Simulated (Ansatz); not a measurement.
```yaml
crystal:
  periodic: [false, false, false]
  atoms:
    - {symbol: N, position_ang: [-0.234964, 1.560667, -1.314092]}
    - {symbol: Sc, position_ang: [-0.575886, -0.290449, 0.303155]}
    - {symbol: N, position_ang: [1.037587, -1.322563, 0.309770]}
    - {symbol: O, position_ang: [-1.569914, 0.163214, 1.381583]}
    - {symbol: H, position_ang: [0.732600, 1.464346, -1.907935]}
    - {symbol: H, position_ang: [-0.609129, 2.018578, -1.307379]}
    - {symbol: H, position_ang: [1.464487, -2.034052, 0.719318]}
    - {symbol: H, position_ang: [2.121863, -1.807095, -0.577063]}
    - {symbol: H, position_ang: [-2.188125, 0.284467, 2.407552]}
basis:
  gaussian: {orbitals: cc-pVTZ, point_charges: [{charge: -1.00, position_ang: [5.934, -0.715, 0.760]}]}
hamiltonian: {xc: {name: wB97X}}
relax: {f_tol: 0.001, max_steps: 2}
```

```sh
$ ansatz run in.yaml --threads 4 --pin off --events-out ev --progress --plain --max-ram 10444MiB
```

(1) How does Ansatz answer? (An estimate is asked.)

Results:

(1) Ansatz gave: The run did not converge.
```
Functional definition: wB97X
1309 factors; their error is unknown
345 factors; integrals over basis functions are off by at most 5.3e-5 eV
mean field evaluation 1: about -25770.5515 eV, gradient 1.1e2 eV
mean field evaluation 2: about -25724.5642 eV, gradient 1.5e2 eV
mean field evaluation 4: about -25793.6100 eV, gradient 1.4e1 eV
mean field evaluation 8: about -25794.0168 eV, gradient 2.6e-1 eV
mean field evaluation 16: about -25794.0340 eV, gradient 8.6e-4 eV
mean field -25794.03402195 eV, -947.9132664825 hartree, gradient 4.9e-5 eV, S^2 0.000000; 0 other end points of the search recorded, 0 dependent functions left out
reference -25794.03396347 eV, -947.9132643334 hartree; 24, 24 occupied and 204, 204 virtual orbitals, 1309 factors
relax step   1: F+E_penalty+E_count = -25794.03402195 eV  Δ(F+E_penalty+E_count) = +0.000e0 eV  max|allowed force component| = 7.393e1 eV/Å  Δτ_max = 0.0000 Å  (39 SCF iters, accepted)
1309 factors; their error is unknown
345 factors; integrals over basis functions are off by at most 5.4e-5 eV
mean field -25808.43775170 eV, -948.4425937875 hartree, gradient 2.8e-5 eV, S^2 0.000000; 0 other end points of the search recorded, 0 dependent functions left out
reference -25808.43769278 eV, -948.4425916224 hartree; 24, 24 occupied and 204, 204 virtual orbitals, 1309 factors
relax step   2: F+E_penalty+E_count = -25808.43775170 eV  Δ(F+E_penalty+E_count) = -1.440e1 eV  max|allowed force component| = 1.165e1 eV/Å  Δτ_max = 0.1950 Å  (45 SCF iters, accepted)
Error: geometry relaxation did not converge after 2 steps: max|allowed force component| = 1.17e1 eV/Å (threshold 1.0e-3). Raise `relax.max_steps` over both its present limit and 2, loosen `relax.f_tol`, or start from a geometry closer to equilibrium. Where this run's directory can be resumed (`checkpoint.write`), a resume goes on for up to `relax.max_steps` more
```
